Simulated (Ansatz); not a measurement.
System: ZrCl₃, net charge 0, doublet state. The spin state was set by rule; other spins were not relaxed. SMILES: [Cl][Zr]([Cl])[Cl]
Geometry: optimised at B3LYP-D3(BJ)/def2-TZVP (Ansatz, a program for electronic structure).

Parts of the frozen-core correlation energy in def2-QZVPP (Ansatz, hartree). Frozen orbitals: 19; correlated occupied orbitals by spin: 13 and 12; virtual: 259 and 260. Open shells are spin-unrestricted. Spin-orbit coupling is left out. In def2 rows, elements after Kr have scalar-relativistic effective core potentials.

| term | value |
|---|---|
| reference (HF) | -1425.36495 |
| MP2 opposite-spin | -0.53403 |
| MP2 same-spin | ___ |
| CCSD correlation | ___ |
| (T) | ___ |
| T1 diagnostic | 0.016 |
| largest doubles amplitude | 0.020 |
| <S^2> of the reference | 0.756 |

**Question.** Some entries are withheld; supply them.

**Answer.** 
- MP2 same-spin, value: -0.17894
- CCSD correlation, value: -0.75417
- (T), value: -0.03884
